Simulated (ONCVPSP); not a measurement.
**What one change does to a pseudopotential (Ru (Z = 44), ONCV)**

ONCVPSP 4.0.1 input, shortened (lines: element, Z, core and valence counts, functional; n l f; lmax; l rc ep ncon nbas qcut; lloc lpopt rc5 dvloc0; l nproj debl; icmod fcfact rcfact), PBE, scalar-relativistic:

```
  Ru 44.00    6    4        4      upf
    1    0    2.00
    2    0    2.00
    2    1    6.00
    3    0    2.00
    3    1    6.00
    3    2   10.00
    4    0    2.00
    4    1    6.00
    4    2    7.00
    5    0    1.00
    3
    0    1.65    0.00    4    7    8.00
    1    1.50    0.00    5    9    8.10
    2    1.70    0.00    5   10    9.20
    3    1.50    0.19    5   10    7.60
    4    2    1.35    2.00
    0    2    2.70
    1    2    1.80
    2    2    2.70
    3    2    1.20
    0    0.00    0.00
```

Change: fully relativistic.

Cutoffs: the cutoffs (Ha) at which the residual kinetic energy of the hardest occupied pseudo-wave falls to 1 and 0.1 mHa per electron; they do not see the model core or the augmentation charge, which bear on the density cutoff. Errors are all-electron minus pseudo energies relative to the spin-unpolarised reference configuration.

Q: Predict the effect on cutoff, ghosts and configuration errors.

A: The potential gets neither clearly harder nor softer (26 Ha and 35 Ha → 26 Ha and 35 Ha); of the 4 tests that both files solve, the error grows in 0 and shrinks in 4 by more than 15 % and 0.3 meV (median size 1.9 → 0.2 meV); neither file shows a bound ghost.

```tsv
quantity	base	changed
cutoff, loose	26 Ha	26 Ha
cutoff, tight	35 Ha	35 Ha
loose cutoff by channel	s 22 Ha, p 26 Ha, d 25 Ha	s 22 Ha, p 26 Ha, d 26 Ha
bound ghosts	none	none
GHOST(+) flags under 300 eV	none	none
error for 4s2 4p6 4d7 5s0, meV [ΔE 7.29 eV]	-1.7	-0.2
error for 4s2 4p6 4d6 5s0, meV [ΔE 25.48 eV]	-2.2	+0.2
error for 4s2 4p6 4d5 5s0, meV [ΔE 56.10 eV]	-3.0	+2.1
error for 4s2 4p6 4d7 5s0.5, meV [ΔE 2.86 eV]	-0.6	0.0
s: phases at 1.67 bohr within 0.05 rad from the reference energy up to (Ha; the scan ends near 5)	to the end of the scan	to the end of the scan
```
